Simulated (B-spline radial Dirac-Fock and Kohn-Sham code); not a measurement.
# Xe⁴²⁺: scattering cross sections and density moments

System: the Xe⁴²⁺ ion, configuration 1s2 2s2 2p6 3s2.

The run's input, task.json:

```json
{"items": [{
  "Z": 54,
  "q": 42,
  "cfg": [[1, 0, 2], [2, 0, 2], [2, 1, 6], [3, 0, 2]],
  "A": 132,
  "rrms": 4.7859,
  "do": ["scatter"],
  "s": [0.0, 0.05, 0.1, 0.15, 0.2, 0.25, 0.3, 0.35, 0.4, 0.45, 0.5, 0.6, 0.7, 0.8, 0.9, 1.0, 1.1, 1.2, 1.4, 1.6, 1.8, 2.0, 2.5, 3.0, 3.5, 4.0, 5.0, 6.0],
  "pz": [0, 0.1, 0.2, 0.3, 0.4, 0.5, 0.6, 0.8, 1.0, 1.2, 1.4, 1.6, 1.8, 2.0, 2.5, 3.0, 4.0, 5.0, 7.0, 10.0, 15.0, 20.0, 30.0, 40.0, 60.0, 100.0],
  "hv_scatter": [1000, 2000, 5000, 10000, 17479.3, 20000, 30000, 100000]
}]}
```

Launch: `python xray_run.py task.json out`

Model: Dirac-Fock densities. Program: an atomic code on a B-spline grid.

```
Sum of ⟨r⟩                          : 1.408 bohr
Sum of ⟨r²⟩                         : 0.2690 bohr²
Sum of ⟨1/r⟩                        : 233.44 per bohr
Langevin diamagnetic susceptibility : -0.213 × 10⁻⁶ cm³/mol
Lamb shielding (α²/3)Σ⟨1/r⟩         : 4144 ppm
```

Coherent scattering is the Thomson cross section weighted by f₀², without anomalous dispersion; incoherent scattering is Klein-Nishina weighted by S. The Lamb formula is the non-relativistic shielding expression. Electron correlation is left out. A dash stands where the photon energy is too low for the impulse approximation behind that column.

```csv
hν (keV),coherent (b),incoherent (b),incoherent per electron (b)
1,95.69,–,–
2,95.39,–,–
5,93.30,–,–
10,86.63,–,–
17.4793,73.02,1.224,0.102
20,68.33,1.422,0.119
30,52.13,2.084,0.174
100,11.60,4.044,0.337
```

Values without a named source are computed, but for edge energies of neutral atoms, which are taken from tables.
